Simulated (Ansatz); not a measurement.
Ansatz (a quantum-chemistry and plane-wave program) input:

Ansatz 0.2 input:
```yaml
crystal:
  periodic: [false, false, false]
  atoms:
    - {symbol: C, position_ang: [2.53093641, -0.00816400, -0.33256445]}
    - {symbol: C, position_ang: [1.21499620, 0.76183567, -0.43448400]}
    - {symbol: C, position_ang: [-0.02174164, -0.08196675, -0.28082596]}
    - {symbol: C, position_ang: [-1.34905542, 0.62043894, -0.23932696]}
    - {symbol: C, position_ang: [-2.56557335, -0.29255794, -0.10372690]}
    - {symbol: O, position_ang: [0.09330679, -0.85226717, 1.13283405]}
    - {symbol: H, position_ang: [2.55863426, -0.85424390, -1.02128754]}
    - {symbol: H, position_ang: [2.73362989, -0.37647748, 0.68008620]}
    - {symbol: H, position_ang: [3.36834647, 0.64355481, -0.57579630]}
    - {symbol: H, position_ang: [1.13008680, 1.20448387, -1.43170478]}
    - {symbol: H, position_ang: [1.18614276, 1.59791863, 0.26956501]}
    - {symbol: H, position_ang: [-0.02667647, -0.95348194, -0.93356758]}
    - {symbol: H, position_ang: [-1.33060188, 1.39082977, 0.53990362]}
    - {symbol: H, position_ang: [-1.40106381, 1.17117411, -1.18405568]}
    - {symbol: H, position_ang: [-2.57647006, -0.83220139, 0.84406351]}
    - {symbol: H, position_ang: [-3.47933438, 0.29702398, -0.15425308]}
    - {symbol: H, position_ang: [-2.59687279, -1.02710345, -0.90942404]}
    - {symbol: H, position_ang: [-0.17770491, -0.28233429, 1.87568281]}
    - {symbol: H, position_ang: [1.00805677, -1.15852076, 1.28368488]}
basis:
  gaussian:
    orbitals: def2-TZVP
hamiltonian:
  xc: b3lyp
  dispersion: d3bj
total_charge: 1
phonons: {temperatures: {t_min: 298.15, t_max: 298.15, t_step: 100}}
```

### Question
What final total energy does it print?

### Answer
-273.44139 Eh (B3LYP-D3(BJ)/def2-TZVP). The basis has 264 functions.

It need not be the lowest isomer of its formula.
